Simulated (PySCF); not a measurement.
Coordinates in bohr (charge 0 multiplicity 2):
```
Ge    0.4256    0.0000   -0.3270
O    -2.1512    0.0000    1.4336
H     2.9642    0.0000    1.3119
```

These are results of UPBE0 in PySCF with Ge def2-TZVP, O def2-TZVP, H def2-TZVP; no relativity; density-fitted integrals, not measurements.

This geometry of HGeO is a stationary point at this level.

Q: What is the point group?

A: Cs.

Q: Is it a minimum?

A: Yes: all harmonic wavenumbers are real.

Q: Which band is strongest in the infrared?

A: 1781 cm⁻¹ (a'), 93 km/mol.

Q: What are the dipole moment and the gap between the highest occupied and lowest empty levels of either spin?

A: 3.23 D and 3.43 eV.

Q: Give the ideal-gas entropy at 298.15 K and 1 bar by parts.

A: translation 165.1, rotation 81.8, vibration 3.8, spin 5.8; total 256.5 J/(mol K).

Only a few start shapes were tried, so a lower isomer may exist.
